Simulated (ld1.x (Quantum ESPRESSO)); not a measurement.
Results of a calculation; reference values are marked as such.
# Pseudopotentials across the periodic table

Generated with ld1.x 7.5 (TM, RRKJ, ultrasoft, PAW), atompaw 4.2 or ONCVPSP 4.0.1. The cutoff is in Ry: for ld1.x and atompaw files where the sum of valence levels is converged to 10 mRy in a Bessel basis, for ONCV files where the hardest occupied wave has 1 mHa per electron of residual kinetic energy. The error is the largest all-electron minus pseudo excitation energy over each file’s own four to seven test configurations (ionisations up to +4, promotions, holes and added fractions of an electron), all of which were solved. The labels leave out finer settings (local radius, basis sizes, second energies), which also bear on the numbers. Spin-polarised tests are not counted. The rows are a selection from randomly drawn settings: files with unsolved tests, undetermined cutoffs or missed reference levels are left out.

A true bound ghost makes a file unfit for plane-wave use even where its test errors are small: the radial tests pick states by their node count and pass the ghost by.

```csv
element,potential,cutoff (Ry),largest error (meV),bound ghosts
Be,"RRKJ, PBE, scalar-relativistic, rc 1.65/3.50/3.20 (spd), local p, core correction yes, reference 2s1.5 2p0.5",10,-86,none
C,"TM, PBE, non-relativistic, rc 0.95/2.30/1.75 (spd), local s, core correction yes, reference 2s2 2p2",35,+902,none
Ga,"ultrasoft, PBE, scalar-relativistic, rc 1.95/2.10 (sp), local smoothed, core correction yes, reference 4s1 4p2",6,-74,none
Hf,"TM, PBE, fully relativistic, rc 2.00/3.40/1.85 (spd), local p, core correction no, reference 5d2 6s0 6p0",25,+682,none
```

**Question.** Fill in the row for Ga: RRKJ, PBEsol, scalar-relativistic, rc 1.55/1.80/1.95 (spd), local p, core correction yes, reference 4s2 4p1.

**Answer.** cutoff 15 Ry, largest error -208 meV, bound ghosts: s, d.

**Question.** Fill in the row for Ir: TM semilocal, LDA (PZ), scalar-relativistic, rc 2.20/2.65/1.70 (spd), local d, core correction yes, reference 5d8 6s1 6p0.

**Answer.** cutoff 40 Ry, largest error -558 meV, bound ghosts: none.
